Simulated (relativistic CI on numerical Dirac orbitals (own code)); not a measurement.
**Slater and spin-orbit integrals, Sc⁶⁺**

Calculated at this level of theory: Dirac-Coulomb-Breit CI, separate exchange-only KLI orbitals for each configuration, a model potential for QED, unscaled Slater integrals (own radial code, finite nucleus).

Slater integrals F^k, G^k are unscaled and averaged over j, outside the closed core [Ne]; ζ comes from projecting the Hamiltonian with its Breit term on Σ l·s of the shell.

- 3s2 3p3: F^2(3p,3p) = 98239, ζ(3p) = 3385.3 cm⁻¹; <r>(3p) = 1.026, <r^2>(3p) = 1.214 (bohr units).
- 3s 3p4: F^2(3p,3p) = 98148, G^1(3s,3p) = 130950, ζ(3p) = 3379.4 cm⁻¹; <r>(3s) = 0.9907, <r^2>(3s) = 1.119, <r>(3p) = 1.027, <r^2>(3p) = 1.216 (bohr units).
- 3s2 3p2 3d: F^2(3p,3p) = 98229, ζ(3p) = 3407.1, F^2(3p,3d) = 94095, G^1(3p,3d) = 114230, G^3(3p,3d) = 71720, ζ(3d) = 148 cm⁻¹; <r>(3p) = 1.026, <r^2>(3p) = 1.214, <r>(3d) = 1.058, <r^2>(3d) = 1.323 (bohr units).

Averages of the first 10 configurations, taken without configuration mixing, which lowers the lowest level and can move excited configurations by several eV; other configurations of the list can lie among them:

```
Configuration  Parity  States  Average energy above the lowest level (eV)
      3s2 3p3     odd      20                                         7.4
       3s 3p4    even      30                                        33.2
   3s2 3p2 3d    even     150                                        43.2
          3p5     odd       6                                        63.4
    3s 3p3 3d     odd     400                                        67.0
       3p4 3d    even     150                                        95.3
   3s2 3p2 4s    even      30                                        72.7
   3s 3p2 3d2    even    1350                                       102.1
   3s2 3p2 4p     odd      90                                        80.7
   3s2 3p2 4d    even     150                                        91.9
```
